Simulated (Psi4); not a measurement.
GeSiH4ClF (SMILES F[SiH](Cl)[GeH3]): the dipole moment, rung by rung

GeSiH4ClF has 8 atoms, charge 0, and is taken as a singlet. SMILES: `F[SiH](Cl)[GeH3]`. Geometry: optimised at PBE0/def2-TZVP.

Quantity: the dipole moment, in D. The values are calculated.

| level | kind | program | value (D) | CPU time |
| --- | --- | --- | --- | --- |
| PBE-D4/def2-TZVPP (density fitting) | GGA | Psi4 | 1.39 | 91 s |
| r2SCAN-D4/def2-TZVPP (density fitting) | meta-GGA | Psi4 | 1.43 | 3.7 min |
| B3LYP-D4/def2-TZVPP (density fitting) | global hybrid | Psi4 | 1.49 | 84 s |
| PBE0-D4/def2-TZVPP (density fitting) | global hybrid | Psi4 | 1.52 | 87 s |
| wB97M-V/def2-TZVPP (density fitting) | range-separated hybrid | Psi4 | 1.48 | 4.1 min |

All-electron rows without a relativistic Hamiltonian named are non-relativistic. The values span 1.39 to 1.52 D. Magnitudes only. Times are those of the runs behind each value, whatever else they computed, on shared processors of several kinds: orders of magnitude only.
